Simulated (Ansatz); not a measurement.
Consider the ligand exchange at a Ga–Cl bond: `[CH3][GaH][Cl]` + `SS` → `[CH3][GaH][S]S` + HCl.

Calculated with Ansatz (gas phase, PBE0-D4/def2-TZVP geometries, no zero-point term in ΔE). CCSD(T)/CBS is the MP2 limit (def2-TZVPP, def2-QZVPP) plus CCSD(T) − MP2 in def2-TZVPP, frozen cores. This one scheme is used for every species. Functionals use def2-TZVPP. B3LYP here is the variant with VWN-RPA as its local correlation; programs differ in this. For Ga outer-core shells are correlated without core-valence functions, which leaves a few kJ/mol of doubt a bond. Scalar relativity is left out up to krypton. One conformer a species, not always the lowest.

```csv
level,ΔE (kcal/mol)
r2SCAN-D4,8.4
B3LYP-D4,8.1
B2PLYP,9.2
PBE,8.1
PBE0,9.0
HF/def2-TZVPP,13.6
MP2/def2-TZVPP,7.6
MP2/CBS(def2),7.2
```

(1) What does CCSD(T)/CBS give? (Estimate.)

Largest T1 diagnostic among the species: 0.013.

Results:

(1) Ansatz gave: +7.6 kcal/mol. The listed levels differ from it by 0.8, 0.5, 1.6, 0.5, 1.4, 6.0, 0.0, -0.4 kcal/mol.

The D4 term adds −2.0 kcal/mol with B3LYP and −1.1 kcal/mol with PBE0; it sums over pairs of atoms, weighted by their polarisabilities, and B3LYP, whose exchange is more repulsive, gets the larger term. From PBE to PBE0 (25 % exact exchange), in def2-TZVPP and without D4, ΔE moves by +0.9 kcal/mol.
